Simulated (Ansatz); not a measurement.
C₇H₇O (SMILES Cc1ccc([O])cc1), doublet (typed; the unrestricted solution is spin-contaminated), geometry from GFN2-xTB. Base run: HF/pcseg-1 run with Ansatz (a first-principles code).

Geometry (Å):
```xyz
15

C     -2.7749    -0.3140    -0.0980
C     -1.2979    -0.1387    -0.0362
C     -0.4554    -1.2627     0.0236
C      0.9004    -1.1328     0.0660
C      1.5381     0.1712     0.0512
O      2.7670     0.3061     0.0900
C      0.6355     1.3058    -0.0131
C     -0.7178     1.1393    -0.0544
H     -3.1031    -1.0723     0.6114
H     -3.0647    -0.6551    -1.0937
H     -3.2937     0.6190     0.1068
H     -0.9059    -2.2461     0.0365
H      1.5479    -1.9955     0.1130
H      1.0823     2.2886    -0.0259
H     -1.3665     2.0036    -0.1016
```
Charge 0, spin multiplicity 2.
Orbitals are unrestricted.
All else is at Ansatz's defaults.
Base energy -343.91105 Eh.

The base run was repeated with changes; each row names its change, and settings that it needs were set with it.

| change | ΔE vs base (µEh) |
|---|---|
| base | 0.0 |
| lower_state_search = full | 0.0 |
| fitting.mean_field = cc-pVTZ-JKFIT | 93.5 |
| point_charge = charge:0.5 position_ang:-1.171, -4.1827, -4.8271 | 898 |
| point_charge = charge:-1.0 position_ang:1.1079, -6.1975, 0.0106 | -5870 |
| nuclear_model = gaussian | 34.4 |
| forces = on | 0.0 |
| lower_state_search = off | 0.0 |
| fitting.mean_field = def2-universal-JKFIT | 168 |
| point_charge = charge:1.0 position_ang:-1.6336, 1.6265, 6.0122 | -394 |
| lower_state_search = light | 0.0 |
